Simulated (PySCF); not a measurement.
This PySCF input asks for the NMR shieldings of `N#CCC[Si@H]1C[SiH2]N1[SiH3]`, C4H12N2Si3; the geometry comes from GFN2-xTB.

```python
import basis_set_exchange as bse
import numpy as np
from pyscf import gto, dft
from pyscf.prop import nmr

atoms = """
N     3.208078   -0.150163   -1.987233
C     2.699820    0.423676   -1.138541
C     2.081714    1.133824   -0.052539
C     1.552160    0.165385    1.007683
Si    0.197192   -0.982584    0.318038
C    -1.070550   -1.583950    1.615823
Si   -2.405155   -0.562501    0.713008
N    -1.132622   -0.092224   -0.410236
Si   -1.231241    0.911433   -1.817362
H     1.256627    1.726352   -0.457522
H     2.826214    1.815667    0.373896
H     1.164712    0.752250    1.841588
H     2.379285   -0.430911    1.394193
H     0.760829   -1.985643   -0.587711
H    -0.875818   -1.299193    2.644524
H    -1.241809   -2.654479    1.609981
H    -3.464462   -1.323967    0.055237
H    -2.943559    0.596567    1.426643
H    -1.287320    2.322562   -1.397066
H    -0.027543    0.664804   -2.610489
H    -2.455472    0.570037   -2.542389
"""
names = dict.fromkeys(["N", "C", "Si", "H"], "pcSseg-1")
basis = {el: gto.basis.parse(bse.get_basis(n, elements=[el], fmt="nwchem")) for el, n in names.items()}
mol = gto.M(atom=atoms, basis=basis, charge=0, verbose=0)
mf = dft.RKS(mol, xc="PBE0")
mf.grids.level = 2
mf.grids.alignment = dft.numint.BLKSIZE   # the property module wants whole blocks of grid points
mf.conv_tol = 1e-9
mf.kernel()

calc = nmr.RKS(mf)   # GIAO
C = mf.mo_coeff
Co = C[:, mf.mo_occ > 0]
resp = mf.gen_response(singlet=True, hermi=2)
def vind(x):   # induced exchange potential for any number of trial vectors
    d = np.einsum("pi,xij,qj->xpq", C, 2 * x.reshape(-1, C.shape[1], Co.shape[1]), Co, optimize=True)
    return np.einsum("xpq,pi,qj->xij", resp(d - d.transpose(0, 2, 1)), C, Co, optimize=True).ravel()
mo1, _ = nmr.rhf.solve_mo1(calc, with_cphf=vind)
sigma = calc.kernel(mo1)
for i, s in enumerate(sigma):   # ppm
    w = np.linalg.eigvalsh((s + s.T) / 2)
    print("%2d %-2s iso %8.1f  s11 %8.1f  s22 %8.1f  s33 %8.1f" % (i, mol.atom_pure_symbol(i), w.mean(), *w))
```

Q: What are the results?

A: 
```
 0 N  iso    -36.8  s11   -206.8  s22   -194.4  s33    290.9
 1 C  iso     62.3  s11    -55.7  s22    -49.9  s33    292.5
 2 C  iso    174.4  s11    164.6  s22    174.2  s33    184.4
 3 C  iso    168.0  s11    163.6  s22    166.7  s33    173.7
 4 Si iso    344.3  s11    308.6  s22    338.4  s33    385.8
 5 C  iso    186.5  s11    161.5  s22    194.7  s33    203.4
 6 Si iso    366.3  s11    337.4  s22    341.0  s33    420.5
 7 N  iso    237.7  s11    227.5  s22    236.1  s33    249.5
 8 Si iso    407.4  s11    371.8  s22    378.9  s33    471.4
 9 H  iso     29.2  s11     25.6  s22     27.9  s33     34.0
10 H  iso     28.9  s11     23.3  s22     27.1  s33     36.3
11 H  iso     30.7  s11     26.3  s22     29.3  s33     36.5
12 H  iso     30.7  s11     26.1  s22     29.5  s33     36.6
13 H  iso     25.8  s11     22.6  s22     24.5  s33     30.3
14 H  iso     31.1  s11     26.9  s22     28.6  s33     37.8
15 H  iso     30.8  s11     26.9  s22     27.3  s33     38.2
16 H  iso     26.3  s11     23.1  s22     24.0  s33     31.8
17 H  iso     26.3  s11     22.9  s22     24.0  s33     31.8
18 H  iso     26.8  s11     23.5  s22     24.8  s33     32.2
19 H  iso     26.8  s11     22.7  s22     26.7  s33     30.8
20 H  iso     27.0  s11     23.0  s22     25.2  s33     32.7
```

These numbers come from an equivalent density-fitted implementation of the same equations, which agrees with the script to about 0.01 ppm for H and up to a few tenths of a ppm for heavy atoms, so last digits may differ.

Size and cost of the density-fitted run: 234 basis functions, 2.1 min wall time on 1 thread of an Arm Neoverse N1, shared host; peak memory 1.1 GiB.
